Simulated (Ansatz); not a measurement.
# Pulling the pair apart

The pair of SiH4 (SMILES [SiH4], atoms 1–5) and GeH4 (SMILES [GeH4], atoms 6–10), both closed shells, in one local arrangement (a lower one may exist), relaxed at PBE0-D4/def2-TZVP:

| atom | x (Å) | y (Å) | z (Å) |
| --- | --- | --- | --- |
| Si1 | 0.1178 | 0.0341 | -2.0573 |
| H2 | -0.0035 | -1.3704 | -1.5922 |
| H3 | -0.2538 | 0.1153 | -3.4929 |
| H4 | 1.5166 | 0.4981 | -1.8804 |
| H5 | -0.7937 | 0.8972 | -1.2630 |
| Ge6 | -0.1186 | -0.0348 | 2.0581 |
| H7 | -1.2731 | -0.8522 | 1.4650 |
| H8 | 0.3080 | -0.6451 | 3.3999 |
| H9 | -0.5717 | 1.4149 | 2.2735 |
| H10 | 1.0722 | -0.0575 | 1.0891 |

GeH4 is shifted rigidly along the line between the mean atom positions of the two fragments (negative: closer). Counterpoise interaction energies in kJ/mol. Computed with Ansatz 0.2.0 (basis: def2-TZVPPD); correlated methods freeze the cores. Filled d shells of the heavier atoms are correlated. The def2 sets are not built for correlating such inner shells, so the correlated values are less sure here. B3LYP uses VWN-RPA correlation.

| shift (Å) | B3LYP-D4 | r2SCAN-D4 | PBE-D4 |
| --- | --- | --- | --- |
| -0.41 | -1.0 | -0.7 | -2.9 |
| -0.21 | -3.6 | -2.9 | -4.9 |
| 0.00 | -4.4 | -3.5 | -5.3 |
| 0.21 | -4.2 | -3.3 | -5.0 |
| 0.49 | -3.4 | -2.7 | -4.2 |
| 1.03 | -1.8 | -1.6 | -2.5 |
| 2.06 | -0.6 | -0.5 | -0.7 |
| 4.12 | -0.1 | -0.1 | -0.1 |

What does CCSD(T) give at these shifts? (Judge from chemistry; the value comes from the calculation.)

Computed: 0.2, -2.3, -3.2, -3.2, -2.7, -1.6, -0.5, -0.1 kJ/mol. For zero shift, CCSD(T) at an estimated basis limit (MP2 extrapolated from triple and quadruple zeta, plus CCSD(T) − MP2 in triple zeta) gives -4.2 kJ/mol. These are counterpoise interaction energies, counted from the two frozen fragments.

T1 diagnostic: at most 0.012.

For scale, one of the runs: CCSD(T)/def2-TZVPPD, 238 basis functions, launched by `ansatz run in.yaml --threads 4 --pin off --events-out ev --progress --plain --max-ram 9574MiB`. The run took 21 s on 4 CPU threads of an AMD EPYC 9R45 (shared host), with 4.1 GiB of host memory at its peak.
